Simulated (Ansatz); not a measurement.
Program: Ansatz. Geometries: PBE0-D4/def2-TZVP. ΔE: electronic, gas phase. CCSD(T)/CBS is the MP2 limit (def2-TZVPP, def2-QZVPP) plus CCSD(T) − MP2 in def2-TZVPP, frozen cores. This one scheme is used for every species. DFT in def2-TZVPP. HSE06 is defined as in plane-wave codes. Each species was taken in one conformer, which may not be the lowest.

`O=CB[SiH3]` + `C[SiH2]O` → `C[SiH2]OB[SiH3]` + `C=O`  (ligand exchange at a B–C bond)

`O=CB[SiH3]`:

Cartesian coordinates in Å:
```
O 1.382 -0.936 1.370
C 0.285 -1.355 1.029
B 0.228 -0.679 -0.346
Si -0.427 1.209 -0.557
H -0.314 -2.019 1.675
H 0.714 -1.283 -1.256
H -1.668 1.153 -1.384
H -0.761 1.851 0.743
H 0.562 2.058 -1.274
```

`C[SiH2]O`:

Cartesian coordinates in Å:
```
C 0.360 1.116 -0.016
Si -0.504 -0.520 -0.237
O 0.457 -1.803 0.158
H -0.294 1.935 -0.331
H 1.273 1.160 -0.615
H 0.628 1.290 1.030
H -0.862 -0.733 -1.660
H -1.746 -0.525 0.590
H 0.689 -1.920 1.080
```

`C[SiH2]OB[SiH3]`:

Z-matrix (Å, degrees):
```
C
Si 1 1.857
H 1 1.094 2 109.3
H 1 1.092 2 111.6 3 -119.4
H 1 1.092 2 111.6 3 119.4
O 2 1.667 1 112.4 3 -180.0
H 2 1.484 1 111.1 3 61.1
H 2 1.484 1 111.2 3 -61.0
B 6 1.344 2 134.3 1 -0.4
Si 9 2.032 6 120.6 2 -180.0
H 9 1.210 6 119.2 2 0.1
H 10 1.492 9 109.7 6 121.6
H 10 1.492 9 109.7 6 -121.4
H 10 1.489 9 113.8 6 0.1
```

`C=O`:

Z-matrix (Å, degrees):
```
C
O 1 1.195
H 1 1.109 2 122.0
H 1 1.109 2 122.0 3 -180.0
```

CCSD(T)/CBS gives -134.7 kJ/mol.

Q: Another level gave -117.4 kJ/mol. Which?
A. SCS-MP2/def2-TZVPP
B. ωB97X-V/def2-TZVPP
C. HSE06/def2-TZVPP
D. revPBE-D4/def2-TZVPP

A: D. revPBE-D4 -117.4, HSE06 -125.9, ωB97X-V -135.7, SCS-MP2/def2-TZVPP -142.0 kJ/mol.

Largest T1 diagnostic among the species: 0.021, so the coupled-cluster value is less sure than usual.

From PBE to PBE0 (25 % exact exchange), in def2-TZVPP and without D4, ΔE moves by −11.7 kJ/mol. In def2-TZVPP, CCSD(T) changes the Hartree–Fock value by +22.9 kJ/mol (the triples alone add +4.9 kJ/mol) and MP2 by +23.6 kJ/mol. At CCSD(T), def2-SVP lies −22.0 kJ/mol from the extrapolated value and def2-TZVPP −2.9 kJ/mol.
